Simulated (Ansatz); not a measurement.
def2 core potentials replace the inner electrons of Sb.

A geometry relaxed with B3LYP-D3(BJ)/def2-SVP in Ansatz (a quantum-chemistry and plane-wave program), charge 0, multiplicity 1:

```xyz
18

H      0.0806     1.1835     1.4734
C     -0.9543     0.9982    -1.1117
H     -2.0317     1.1230    -0.8954
H      1.9749    -0.9813     1.6309
C     -0.3590    -0.1050    -0.2340
H     -0.5165    -2.2660     0.0653
H     -0.9346    -1.7380    -1.5866
Sb     1.7929    -0.2600    -0.7701
H     -2.0707    -1.4532    -0.2492
H     -1.5281     0.4053     1.5252
O      2.3525    -1.3474     0.8163
H      2.9791     1.8952    -0.1746
C     -0.9986    -1.4653    -0.5194
C     -0.4683     0.2573     1.2463
O      2.0843     1.5758     0.0085
H     -0.0801    -0.5496     1.8900
H     -0.4573     1.9633    -0.9279
H     -0.8650     0.7642    -2.1868
```

Write the SMILES of this molecule.

`C[C](C)(C)[Sb]([OH])[OH]`
